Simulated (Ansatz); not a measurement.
Consider the cleavage of the Si–Si bond: `N[SiH]([SiH3])S` + `F[SiH2]N[SiH3]` → `F[SiH2]N([SiH3])[SiH3]` + `N[SiH2]S`.

Gas-phase electronic energies from Ansatz, PBE0-D4/def2-TZVP geometries. CCSD(T)/CBS adds triple-zeta CCSD(T) − MP2 to the extrapolated MP2 energy (def2 sets, frozen cores). This one scheme is used for every species. DFT in def2-TZVPP. Each species was taken in one conformer, which may not be the lowest.

`N[SiH]([SiH3])S`:

```xyz
11

N    -1.142   -1.516    0.373
Si    0.175   -0.438    0.564
Si    0.523    0.778   -1.404
S    -0.221    0.980    2.146
H    -2.039   -1.182    0.061
H    -1.237   -2.311    0.984
H     1.349   -1.276    0.925
H     1.479    1.890   -1.142
H    -0.769    1.366   -1.852
H     1.067   -0.072   -2.498
H     0.816    1.782    1.844
```

`F[SiH2]N[SiH3]`:

```xyz
10

F     0.371    2.477   -0.514
Si    0.893    1.213    0.319
N     0.435   -0.272   -0.386
Si   -1.029   -1.167   -0.139
H     2.370    1.314    0.330
H     0.281    1.313    1.661
H     1.050   -0.619   -1.110
H    -1.875   -1.198   -1.362
H    -1.764   -0.488    0.957
H    -0.733   -2.573    0.244
```

`F[SiH2]N([SiH3])[SiH3]`:

Z-matrix (Å, degrees):
```
Si
N 1 1.713
F 1 1.599 2 111.2
H 1 1.482 2 108.1 3 117.5
H 1 1.479 2 111.1 3 -118.1
Si 2 1.743 1 121.3 3 75.7
Si 2 1.744 1 119.9 3 -101.8
H 6 1.486 2 110.4 1 126.0
H 6 1.485 2 111.2 1 -113.8
H 6 1.485 2 107.6 1 6.2
H 7 1.487 2 107.3 1 166.0
H 7 1.486 2 111.5 1 -74.8
H 7 1.485 2 110.6 1 46.2
```

`N[SiH2]S`:

Z-matrix (Å, degrees):
```
Si
S 1 2.151
N 1 1.706 2 111.5
H 1 1.484 2 111.6 3 -117.8
H 1 1.485 2 105.8 3 122.4
H 2 1.343 1 94.3 3 -148.1
H 3 1.006 1 122.1 2 53.2
H 3 1.006 1 120.4 2 -98.6
```

```json
{"species": "`N[SiH]([SiH3])S`", "BLYP-D4 energy (Eh)": "-1036.23116"}
{"species": "`F[SiH2]N[SiH3]`", "BLYP-D4 energy (Eh)": "-737.36500"}
{"species": "`F[SiH2]N([SiH3])[SiH3]`", "BLYP-D4 energy (Eh)": "-1028.08581"}
{"species": "`N[SiH2]S`", "BLYP-D4 energy (Eh)": "-745.52790"}
```

Q: Work out ΔE.

A: ΔE = (-1028.08581) + (-745.52790) − (-1036.23116) − (-737.36500) = -0.01755 Eh = -0.48 eV. CCSD(T)/CBS gives -0.57 eV.

Largest T1 diagnostic among the species: 0.012.

From BLYP to BHLYP (50 % exact exchange), in def2-TZVPP and without D4, ΔE moves by −0.16 eV. Leaving LDA and LC-ωPBE aside and taking each functional with its dispersion term where it has one, the values, not all of them listed here, spread over 0.27 eV, from BHLYP-D4 to PBE-D4. LDA lies −0.06 eV from PBE without D4.
